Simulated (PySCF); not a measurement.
Electron correlation in Cl(2+) (chlorine, charge +2)

[Ne] 3s2 3p2 4s1, high-spin 4P determinant (an excited configuration). Computed with PySCF 2.14 in aug-cc-pVTZ-DK (6s5p3d2f, 50 functions), with the spin-free X2C one-electron Hamiltonian (Gaussian nucleus). Frozen: [Ne]; 5 electrons correlated.

MP2 pair energies summed by pair of shells (mhartree):

```tsv
pair	energy	share (%)
3s-3p	-45.33	50.0
3s-3s	-19.05	21.0
3s-4s	-10.78	11.9
3p-4s	-7.98	8.8
3p-3p	-7.50	8.3
```

Total MP2 correlation energy: -90.64 mhartree.

Same-spin part -21.05 and opposite-spin part -69.59 mhartree; SCS-MP2 scales them by 1/3 and 6/5 to -90.53 mhartree.
